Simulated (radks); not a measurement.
Excited configurations of Be: one electron is placed in a higher orbital outside [He] 2s1. The ground configuration is [He] 2s2. Method: non-relativistic Kohn-Sham, LDA (Slater exchange, Perdew-Wang correlation), spin-unpolarised, spherical densities, point nucleus; computed with a radial shooting solver on a logarithmic mesh with Libxc functionals. Excitation = E - E(ground); binding = E(ion) - E, where the ion is the core of charge +1; n* = 1/sqrt(2 binding) in atomic units, and the quantum defect is n - n*.

outer orbital  excitation (eV)  binding (eV)     n*  eigenvalue (eV)  <r> (bohr)
2p                       3.516         5.996  1.506           -2.600       3.091
3s                       6.678         2.834  2.191           -1.631       7.514
4s                       8.068         1.443  3.070           -0.886       15.09
4p                       8.299         1.212  3.350           -0.728       17.16
4f                       8.601         0.911  3.865           -0.441       17.56
5p                       8.740         0.771  4.201           -0.492       28.16
5d                       8.819         0.693  4.431           -0.426       29.73
6s                       8.918         0.594  4.786           -0.396       38.22
6d                       9.019         0.492  5.258           -0.320       43.86
6f                       9.059         0.453  5.482           -0.288       44.72
7p                       9.119         0.392  5.890           -0.267       58.18
7d                       9.145         0.367  6.092           -0.247       60.69

The Delta-SCF ionisation energy is 9.512 eV (NIST Atomic Spectra Database: 9.323 eV, measured). Self-interaction in the functional shifts the binding energies and quantum defects, so they are the method's values and not measured ones. Spin polarisation and multiplet splitting are left out, so open shells lie too high by an amount that depends on their filling.

Beside tabulated values, note that spin-unpolarised runs miss the spin-polarisation part of the exchange energy of open shells.
